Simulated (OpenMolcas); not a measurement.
# Re3+: moving or changing the point charges

Re3+ among 8 point charges of -1.2 e arranged as a cube (Oh), 2.25 Å from the ion.

* Program: OpenMolcas
* Method: CASSCF
* Basis: ANO-RCC-VTZP [8s7p5d3f2g1h]
* Scalar Hamiltonian: DKH2, point nucleus
* Active space: 4 electrons in 5 orbitals (5d)
* State averaging: 2S+1 = 5 even, 5 roots; 2S+1 = 3 even, 45 roots; 2S+1 = 1 even, 50 roots
* Spin-orbit coupling: state interaction with AMFI integrals over the reference wave functions

Runs around this geometry, states (labels of O, the rotations of Oh). Energies in cm-1 above the lowest state or level, χT in cm3 K/mol; under a threefold ground state the first gap can be a small split of the lowest multiplet, not the spin-orbit step.

```json
{"R (Å)": "2.25", "q (e)": "-0.78", "Ground state": "5T2", "First state of that spin": "5E 3078", "First gap with spin-orbit (degeneracies)": "2448 (1, 3)", "χT at 300 K": "0.122", "First state of another spin": "3T1 14543"}
{"R (Å)": "2.14", "q (e)": "-1.2", "Ground state": "5T2", "First state of that spin": "5E 6156", "First gap with spin-orbit (degeneracies)": "2571 (1, 3)", "χT at 300 K": "0.137", "First state of another spin": "3T1 11489"}
{"R (Å)": "2.25", "q (e)": "-1.2", "Ground state": "5T2", "First state of that spin": "5E 4800", "First gap with spin-orbit (degeneracies)": "2489 (1, 3)", "χT at 300 K": "0.132", "First state of another spin": "3T1 12876"}
{"R (Å)": "2.45", "q (e)": "-1.2", "Ground state": "5T2", "First state of that spin": "5E 3144", "First gap with spin-orbit (degeneracies)": "2447 (1, 3)", "χT at 300 K": "0.122", "First state of another spin": "3T1 14479"}
```

Taking the first state of the same spin as R^-n, n = -ln(3144 / 6156) / ln(2.45 / 2.14) = 5.0 between the shortest and longest distance.

Scaling the charges by -0.78 / -1.2 = 0.65 scales the first state of the same spin by 3078 / 4800 = 0.64; with fixed orbitals a first-order splitting would follow the charge.

Without dynamic correlation the repulsion within the d shell is too large (B by tens of per cent), so at a given field states of lower spin stand too high. Point charges give a weaker field than real ligands, and real ions of this kind are as a rule low spin; the high spin found here belongs to the model. Spin-orbit coupling mixes the spin-free states strongly: the lowest level takes only 58 % from its leading state, 5T2 (figures for R = 2.25, q = -0.78; the like holds for R = 2.14, q = -1.2, R = 2.25, q = -1.2, R = 2.45, q = -1.2). The ground term spreads over less than 5000 cm-1, several times less than with real ligands, so orbital moments are less quenched and χT lies further from the spin-only value than at real sites (holds for R = 2.25, q = -0.78; R = 2.25, q = -1.2; R = 2.45, q = -1.2). Point charges carry no covalency, so the field is a model and not that of real ligands. No measured value stands beside these numbers.
